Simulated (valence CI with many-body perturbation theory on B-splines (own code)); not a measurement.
**Which ion has this spectrum?**

A relativistic CI+MBPT calculation for an atom or ion with 33 electrons gives these levels (cm⁻¹):

| J | Parity | E | g |
| --- | --- | --- | --- |
| 3/2 | odd | 0 | 1.39 |
| 3/2 | odd | 339769 | 1.44 |
| 5/2 | odd | 375791 | 1.20 |
| 1/2 | odd | 421130 | 0.66 |
| 3/2 | odd | 766782 | 1.29 |
| 5/2 | even | 936346 | 1.50 |
| 3/2 | even | 970480 | 0.89 |
| 1/2 | even | 1046549 | 2.20 |
| 3/2 | even | 1075207 | 1.08 |
| 5/2 | even | 1117962 | 1.20 |
| 3/2 | even | 1292527 | 1.39 |
| 5/2 | even | 1316831 | 1.07 |
| 1/2 | even | 1319527 | 0.38 |
| 3/2 | even | 1320055 | 1.07 |

The energies are calculated, and their last digits are not significant.

Problem. Which is it?
A. Ho34+
B. Tb32+
C. Er35+
D. Eu30+

Solution. B. Tb32+, ground level (4s^2 4p1/2^2 4p3/2) J=3/2.
